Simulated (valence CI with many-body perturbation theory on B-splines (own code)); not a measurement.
Hyperfine factors and g values of Pd XXIV

Calculated by valence CI with perturbative core correlation (CI+MBPT): five valence electrons over a frozen Dirac-Fock core [Ar], a basis of 7 s, 7 p, 8 d, 6 f, 4 g, 1 h functions for each j, with the one-electron correlation potential Σ1 (screened to all orders), the two-electron term Σ2, the three-electron term Σ3, Breit, model QED; selected single and double excitations, second order for the rest (own B-spline code, finite nucleus).

No measured spectrum was set against this ion. As an estimate, terms of the open shell hold to 2 to 4 % of their energy, and close levels can change places. Core correlation moves these levels by up to 13000 cm⁻¹, and in measured spectra 5 to 20 % of such shifts remained as error; rates that hang on mixing are uncertain with them. Only levels of the ground parity were solved; by the run's estimate the other parity begins above the list, which can be wrong where configurations are misplaced.

A/g_I is the dipole constant over the nuclear g factor μ/I (μ in nuclear magnetons, uniformly magnetised nucleus), B/Q the quadrupole constant per barn. Both hold the static response of the core; the bare values leave it out. Large factors of s and p1/2 electrons are usually good to 5 to 10 %; those of open d and f shells near neutrality can be off by tens of per cent, and small factors of p3/2, d and f electrons come from cancelling terms and can be off by a factor of two or in sign, in half-filled shells by more. B is blank for J = 1/2, where it vanishes, and for nearly pure S terms. Energies count from the lowest level.

Names give the largest LS component (configuration and term), which can be under half, so a name can repeat, a term be missing and a line seem to break the LS rules; names also repeat where a configuration has a term twice. Letters in brackets count levels of one name in rising energy.

```csv
Level,E (cm⁻¹),g,A/g_I (MHz),A/g_I bare,B/Q (MHz/b),B/Q bare
3d⁵ ⁶S_5/2,0,1.935,-190,596,537,543
3d⁵ ⁴G_5/2 [a],86235,1.051,6910,7000,9530,9750
3d⁵ ⁴G_7/2,110590,1.074,7730,7840,7400,7570
3d⁵ ⁴G_11/2,113940,1.225,8160,8380,-70.1,-73.8
3d⁵ ⁴P_3/2,114580,1.401,7120,7470,7700,7880
3d⁵ ⁴G_5/2 [b],118040,1.054,6820,6910,3670,3760
3d⁵ ⁴G_9/2,120030,1.166,7640,7810,5800,5940
3d⁵ ⁴P_1/2,128880,1.925,-3130,-2330,,
3d⁵ ⁴D_7/2,145690,1.311,5510,5800,2470,2520
3d⁵ ⁴D_5/2,154310,1.283,7130,7390,-764,-783
3d⁵ ⁴D_1/2,165410,0.688,17000,16800,,
3d⁵ ²I_11/2,166310,0.991,9350,9380,995,1020
3d⁵ ⁴D_3/2,169660,1.328,8660,8950,-4040,-4140
3d⁵ ²F_7/2 [a],175930,1.122,9230,9370,-9820,-10000
3d⁵ ²I_13/2,180750,1.074,9330,9430,-29.2,-26.0
3d⁵ ⁴F_3/2,182700,0.710,13200,13000,-862,-878
3d⁵ ²G_9/2 [a],183290,1.161,7600,7770,-448,-471
3d⁵ ²F_5/2 [a],190610,1.065,7810,7910,1350,1390
3d⁵ ⁴F_5/2,210200,1.081,8180,8290,-8480,-8680
3d⁵ ²H_9/2,212800,1.094,8620,8740,1530,1570
3d⁵ ²G_7/2 [a],221380,1.027,10500,10500,263,264
3d⁵ ²D_3/2 [a],230350,0.666,14300,14100,-1330,-1350
3d⁵ ²F_5/2 [b],233380,0.996,7640,7690,2880,2950
3d⁵ ²F_7/2 [b],233840,1.090,8890,9000,-4480,-4590
3d⁵ ²H_11/2,249590,1.062,9140,9230,-981,-995
3d⁵ ²F_7/2 [c],250670,1.154,8330,8490,-5390,-5510
3d⁵ ²G_9/2 [b],255090,1.092,8440,8560,1310,1340
3d⁵ ²S_1/2,256060,1.953,-1740,-936,,
3d⁵ ²D_5/2 [a],275370,1.067,8380,8480,635,660
3d⁵ ²D_3/2 [b],285520,0.818,10800,10700,-5510,-5650
3d⁵ ²D_5/2 [b],307070,1.130,7340,7490,-4060,-4160
3d⁵ ²G_9/2 [c],317840,1.108,8310,8440,-8170,-8360
3d⁵ ²G_7/2 [b],327940,0.915,10900,10900,9520,9750
3d⁵ ²P_3/2,367140,1.240,7960,8190,-8550,-8760
3d⁵ ²P_1/2,385840,0.757,695,581,,
3d⁵ ²D_5/2 [c],414560,1.194,6530,6730,-5320,-5450
3d⁵ ²D_3/2 [c],427110,0.879,14500,14400,12600,12900
```

Task: Take the isotope of mass number 105, with I = 5/2, μ = -0.642 μN and Q = 0.66 b. What is the hyperfine structure of 3d⁵ ⁴G_11/2?

Result: From the table A = -2100 MHz, B = -46.3 MHz. Shifts from the centre of gravity in MHz: F = 3: 34100, F = 4: 25700, F = 5: 15200, F = 6: 2640, F = 7: -12100, F = 8: -28900.
